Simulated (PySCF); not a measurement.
# Radial density of Kr (krypton, neutral)

B3LYP, [Kr], closed-shell 1S. Computed with PySCF 2.14 in pcseg-2, with the non-relativistic Hamiltonian (point nucleus).

```csv
r (bohr),4πr²ρ (e/bohr)
0.000815,0.2540
0.00137,0.6908
0.00231,1.826
0.00388,4.616
0.00653,10.79
0.0110,22.19
0.0185,36.90
0.0311,44.13
0.0522,37.75
0.0879,42.96
0.148,51.95
0.249,31.18
0.418,36.97
0.703,18.87
1.18,5.990
1.99,3.872
3.35,0.6078
5.63,0.01613
```
